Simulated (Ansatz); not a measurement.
Several settings on one geometry of In(NH2)3 (InN₃H₆) (that of the charge 0 singlet, PBE-D4/def2-SVP). Ansatz on 4 threads of Arm Neoverse V2 on a shared host; times are rough.

```xyz
10

In   -0.001    0.000   -0.025
N     2.054   -0.005   -0.298
H     2.507   -0.844    0.088
H     2.518    0.800    0.143
N    -1.026    1.786   -0.257
H    -1.949    1.779    0.196
H    -0.520    2.591    0.136
N    -1.037   -1.777   -0.274
H    -0.563   -2.581    0.160
H    -1.982   -1.750    0.131
```

Totals from different functionals, basis sets or treatments of relativity can't be compared as stabilities.

In the def2 sets In takes a core potential; there is no spin–orbit coupling.

The spins typed aren't always the lowest for that charge.

Question: Give the basis size and estimate the energy, ⟨S²⟩ and time of these runs.

```csv
run,method,charge,state,further keys
1,RKS PBE0-D3(BJ)/def2-TZVP,0,singlet,scf: {omitted_lower_state_checks: [starts]}; forces asked
2,UKS ωB97X-V/def2-mTZVPP,-1,doublet,"final_grid: {core_spheres: 5, valence_spheres: 4, degree: 11}; nuclear_model: gaussian; scf: {omitted_lower_state_checks: [starts]}; forces asked"
3,UKS revPBE/def2-TZVP,0,triplet,pseudopotentials: {relativity: none}; scf: {lower_state_search: light}
```

Answer: 
```tsv
run	functions	energy (Eh)	⟨S²⟩	wall time
1	179	-357.8999	–	2.5 s
2	138	-357.9828	0.76	5.5 s
3	179	-357.9669	2.00	18 s
```

The highest occupied level of an anion often lies above zero with these methods, and sets without diffuse functions describe the outer electron poorly.
